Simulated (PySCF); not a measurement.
H3ClF2GaN, singlet, PBE0/def2-SVP optimised geometry. Atoms within 1.6 Å of the plane z = 0.0 Å (x, y, z in Å): Ga1 (-1.10, -0.61, 0.00), F2 (-1.35, 1.13, 0.00), F3 (-1.32, -1.40, 1.55), N5 (0.96, -0.61, 0.00), H6 (1.29, -1.02, 0.87), H7 (1.30, 0.36, -0.05), H8 (1.35, -1.13, -0.78).

Method: PBE0/def2-TZVP in PySCF 2.14.0. Cells within 0.4 Å of a nucleus heavier than hydrogen are left out (blank, or x).

Map of the Laplacian of the electron density (e/bohr⁵), clipped to [-1.50, 1.50] on the plane z = 0.0 Å:

```
|5555555555555555555555555555555|
|5555555555555555555555555555555|
|5555555555555555555555555555555|
|5555555555555555555555555555555|
|5555555555555555555555555555555|
|5555555555555555555555555555555|
|5555555555555555555555555555555|
|5555555567765555555555555555555|
|5555555788886555555555555555555|
|55555568xxx77555555555555555555|
|55555578xxx28655555555555555555|
|55555568xxx67555555555555555555|
|5555556774576555555555555555555|
|5555555677765555555500555555555|
|5555555567876555555400555555555|
|5555555589999655555313555555555|
|5555555799x99965541x03555555555|
|555555599xxx996552xxx3655555555|
|555555599xxx997551xxx3655555555|
|5555555799xx9965541xx4655555555|
|5555555599999755555556555555555|
|5555555557886555555665555555555|
|5555555555555555555555555555555|
|5555555555555555555555555555555|
|5555555555555555555555555555555|
|5555555555555555555555555555555|
|5555555555555555555555555555555|
|5555555555555555555555555555555|
|5555555555555555555555555555555|
|5555555555555555555555555555555|
|5555555555555555555555555555555|
```
Scale: ten equal steps from -1.50 (start of '0') to 1.50 (end of '9'), in the order '0123456789'; x runs from -3.50 to 3.50, y from -3.50 (bottom) to 3.50 (top).
